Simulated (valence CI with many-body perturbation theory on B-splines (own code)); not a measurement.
In25+: magnetic and hyperfine properties of the levels

Computed by valence CI with perturbative core correlation (CI+MBPT): six valence electrons over a frozen Dirac-Fock core [Ar], a basis of 7 s, 7 p, 8 d, 6 f, 4 g, 1 h functions for each j, with the one-electron correlation potential Σ1, the two-electron term Σ2, the three-electron term Σ3, Breit, model QED; selected CI, second order for the rest, scaled by the run's own slope (own B-spline code, finite nucleus).

No measured levels were compared; by estimate terms of the open shell hold to 2 to 4 % of their energy, and close levels can change places. Core correlation moves these levels by up to 11000 cm⁻¹, and in measured spectra 5 to 20 % of such shifts remained as error; rates that hang on mixing are uncertain with them. Among the levels kept, up to 920 cm⁻¹ of a level comes from second order outside the variational space, and about a tenth of that is noise between levels of different J, which matters for small intervals. Only levels of the ground parity were solved; by the run's estimate the other parity begins above the list, which can be wrong where configurations are misplaced.

A/g_I is the dipole constant over the nuclear g factor μ/I (μ in nuclear magnetons, uniformly magnetised nucleus), B/Q the quadrupole constant per barn. Both hold the static response of the core; the bare values leave it out. Large factors of s and p1/2 electrons are usually good to 5 to 10 %; those of open d and f shells near neutrality can be off by tens of per cent, and small factors of p3/2, d and f electrons come from cancelling terms and can be off by a factor of two or in sign, in half-filled shells by more. B is blank for J = 1/2, where it vanishes, and for nearly pure S terms. Energies count from the lowest level. Levels with J = 0 are left out.

Names give the largest LS component (configuration and term), which can be under half, so a name can repeat, a term be missing and a line seem to break the LS rules; names also repeat where a configuration has a term twice. Letters in brackets count levels of one name in rising energy.

| Level | E (cm⁻¹) | g | A/g_I (MHz) | A/g_I bare | B/Q (MHz/b) | B/Q bare |
| --- | --- | --- | --- | --- | --- | --- |
| 3d6 5D_4 | 0 | 1.424 | 6430 | 6890 | 15300 | 15600 |
| 3d6 5D_2 [a] | 31675 | 1.428 | 6280 | 6750 | -4250 | -4330 |
| 3d6 5D_3 | 43773 | 1.459 | 4100 | 4600 | 3050 | 3120 |
| 3d6 5D_1 | 60985 | 1.456 | 5290 | 5790 | -5250 | -5350 |
| 3d6 3H_4 [a] | 85077 | 1.073 | 9100 | 9230 | 9400 | 9610 |
| 3d6 3H_6 | 108590 | 1.133 | 10800 | 11000 | -10500 | -10700 |
| 3d6 3G_5 | 109100 | 1.114 | 10000 | 10200 | 4930 | 5040 |
| 3d6 5D_2 [b] | 120920 | 1.346 | 3560 | 3950 | -6340 | -6470 |
| 3d6 3F_3 [a] | 130370 | 1.007 | 12500 | 12500 | 8120 | 8280 |
| 3d6 3F_2 [a] | 133690 | 0.900 | 14000 | 14000 | -4290 | -4390 |
| 3d6 3H_4 [b] | 159280 | 0.996 | 11100 | 11200 | -1670 | -1700 |
| 3d6 3G_4 | 172720 | 1.080 | 12300 | 12400 | -743 | -760 |
| 3d6 3D_1 | 172830 | 0.814 | 12200 | 12100 | 4950 | 5060 |
| 3d6 3D_2 | 175170 | 1.154 | 9660 | 9860 | 11500 | 11700 |
| 3d6 3H_5 | 177250 | 1.112 | 11100 | 11200 | -8740 | -8930 |
| 3d6 3D_3 | 189030 | 1.269 | 6780 | 7090 | -9960 | -10200 |
| 3d6 3G_3 | 195710 | 0.918 | 14400 | 14300 | 1590 | 1630 |
| 3d6 1I_6 | 198320 | 1.026 | 12300 | 12300 | -15100 | -15400 |
| 3d6 1F_3 | 215770 | 1.011 | 12600 | 12600 | -15500 | -15800 |
| 3d6 3P_1 [a] | 218790 | 1.261 | 6190 | 6500 | 805 | 822 |
| 3d6 1G_4 [a] | 235390 | 1.028 | 12700 | 12800 | 4080 | 4180 |
| 3d6 1D_2 [a] | 238400 | 1.043 | 11600 | 11700 | -5850 | -5990 |
| 3d6 3P_1 [b] | 262390 | 1.456 | 2280 | 2780 | -3470 | -3550 |
| 3d6 3F_4 | 282890 | 1.189 | 9720 | 9950 | -19500 | -19900 |
| 3d6 3F_2 [b] | 286470 | 0.724 | 17600 | 17400 | -8750 | -8930 |
| 3d6 3P_2 | 326920 | 1.375 | 6960 | 7370 | -15000 | -15300 |
| 3d6 1G_4 [b] | 327200 | 1.034 | 11400 | 11500 | -10600 | -10800 |
| 3d6 3F_3 [b] | 328990 | 1.065 | 11400 | 11500 | -17900 | -18300 |
| 3d6 1D_2 [b] | 397720 | 1.000 | 12600 | 12700 | 18800 | 19200 |

**Question.** Take the isotope of mass number 113, with I = 9/2, μ = 5.5208 μN and Q = 0.761 b. What is the hyperfine structure of 3d6 5D_3?

**Answer.** From the table A = 5030 MHz, B = 2320 MHz. Shifts from the centre of gravity in MHz: F = 3/2: -81900, F = 5/2: -69800, F = 7/2: -52800, F = 9/2: -30600, F = 11/2: -3150, F = 13/2: 29800, F = 15/2: 68500.
